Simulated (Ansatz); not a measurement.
Ansatz results at the PBE0-D4/def2-TZVP geometry: LUMO energy (PBE0/def2-TZVPP) -1.67 eV; HOMO–LUMO gap (PBE/def2-TZVPP) 4.05 eV; HOMO energy (PBE0/def2-TZVPP) -7.64 eV.

Each molecule was computed in one conformer, which needn't be the lowest.

Q: Which molecule gave them?
A. `CB1C[SiH2]1`
B. `CC1CCN1`
C. `F[CH2][AlH][I]`
D. `FB([SiH3])[SeH]`

A: C. The others give `CC1CCN1`: 1.17, 5.32, -6.39; `CB1C[SiH2]1`: -1.23, 3.35, -6.53; `FB([SiH3])[SeH]`: -1.49, 4.38, -7.85.
